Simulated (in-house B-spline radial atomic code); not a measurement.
A fraction x of an electron is removed from 3p in Cl3+, starting from [Ne] 3s2 3p2 and keeping the highest spin. Computed with a radial B-spline atomic code at the basis-set limit: scalar-relativistic (X2C) r2SCAN, spin-polarised, spherical fractional occupations, Fermi nucleus of rms radius 3.3654 fm.

| x | E(x) - E(0) (eV) | 3p up level (eV) |
| --- | --- | --- |
| 0 | 0.0000 | -46.766 |
| 0.02 | 0.9380 | -47.033 |
| 0.19 | 9.1272 | -49.314 |
| 0.27 | 13.1155 | -50.393 |
| 0.44 | 21.8780 | -52.698 |
| 0.5 | 25.0644 | -53.515 |
| 0.62 | 31.5846 | -55.156 |
| 0.64 | 32.6904 | -55.430 |
| 0.77 | 40.0124 | -57.217 |
| 0.89 | 46.9778 | -58.874 |
| 1 | 53.5377 | -60.398 |

The exact functional would give a straight line between the two integer points. Deviations E(x) - E(0) - x[E(1) - E(0)], in eV: -0.133 at x = 0.02, -1.045 at x = 0.19, -1.34 at x = 0.27, -1.679 at x = 0.44, -1.704 at x = 0.5, -1.609 at x = 0.62, -1.574 at x = 0.64, -1.212 at x = 0.77, -0.671 at x = 0.89.

The curve lies below the straight line by up to 1.704 eV (at x = 0.5): convex, the delocalisation error that favours fractional charges.

**Question.** How well does Slater's transition state (minus the level at half occupation) give the ionisation energy?

**Answer.** It gives 53.515 eV against 53.538 eV from the two total energies; NIST lists 53.24 eV, ground level to ground level.
